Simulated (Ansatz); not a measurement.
The cluster Na₇S₃⁺. The state is a singlet with charge 1. Geometry r2SCAN-D4/def2-SVP.

```xyz
10

Na    4.2191    2.0431    0.0826
Na   -2.3855   -2.0644    0.0442
Na    2.4918   -1.8978    0.3786
Na   -0.0932   -0.3439    1.5396
Na   -4.3216    1.7545   -0.4766
Na    0.1203   -0.6595   -1.4344
Na   -0.0636    2.3822   -0.2610
S     2.0356    0.8123    0.0574
S     0.0722   -2.6988    0.2899
S    -2.0752    0.6724   -0.2203
```

Another isomer (singlet) lies 0.09 eV lower at PBE0-D4/def2-TZVP; other spin states weren't run for this one.

**Question.** Estimate the orbital energies around the gap (eV) in Ansatz with HF/def2-TZVP, LDA (SPW92)/def2-TZVP, PBE0-D4/def2-SVP, PBE0-D4/def2-TZVP, BHLYP-D4/def2-TZVP.

**Answer.** 
```tsv
orbital	HF/def2-TZVP	LDA (SPW92)/def2-TZVP	PBE0-D4/def2-SVP	PBE0-D4/def2-TZVP	BHLYP-D4/def2-TZVP
HOMO−5	-10.55	-7.52	-8.23	-8.28	-9.17
HOMO−4	-10.51	-7.50	-8.21	-8.26	-9.14
HOMO−3	-10.25	-7.22	-7.94	-8.01	-8.88
HOMO−2	-9.35	-6.63	-7.18	-7.25	-8.07
HOMO−1	-8.95	-6.30	-6.82	-6.93	-7.72
HOMO	-8.93	-6.18	-6.67	-6.80	-7.63
LUMO	-2.50	-4.65	-3.97	-4.00	-3.65
LUMO+1	-2.37	-4.38	-3.77	-3.80	-3.48
LUMO+2	-1.72	-3.71	-3.04	-3.08	-2.72
LUMO+3	-1.40	-3.38	-2.69	-2.77	-2.41
LUMO+4	-1.27	-3.10	-2.40	-2.51	-2.16
LUMO+5	-1.12	-2.80	-1.99	-2.24	-1.91
```
